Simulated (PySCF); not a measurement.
**Silver: a sound run and one with changed settings**

Sound run: Ag [Kr] 4d10 5s1, Ag⁺ [Kr] 4d10. Computed with PySCF 2.14 in x2c-TZVPall, with the spin-free X2C one-electron Hamiltonian (Gaussian nucleus). The sound run starts from symmetry-adapted Hartree-Fock orbitals and uses a fine grid where one is needed.

A second run was set up differently.

| species | method | sound run (hartree) | changed run (hartree) | converged |
| --- | --- | --- | --- | --- |
| Ag | UHF | -5312.81203 | -5312.81203 | yes |
| Ag | BP86 | -5316.02330 | -5316.06844 | yes |
| Ag | PBE | -5314.98356 | -5315.04224 | yes |
| Ag⁺ | UHF | -5312.57852 | -5312.57852 | yes |
| Ag⁺ | BP86 | -5315.72546 | -5315.76841 | yes |
| Ag⁺ | PBE | -5314.69176 | -5314.74889 | yes |

Ionisation energy of Ag:

```tsv
method	sound run (eV)	changed run (eV)
UHF	6.354	6.354
BP86	8.105	8.164
PBE	7.940	7.982
```

**Question.** What was changed?
A. minimal basis
B. level shift left on
C. a valence shell is frozen
D. radial grid too coarse

**Answer.** D. It used radial step 0.5 in ln r (0.13 in the sound run). A coarse radial grid mis-integrates the density and the exchange-correlation energy, with errors of either sign; Hartree-Fock needs no grid.
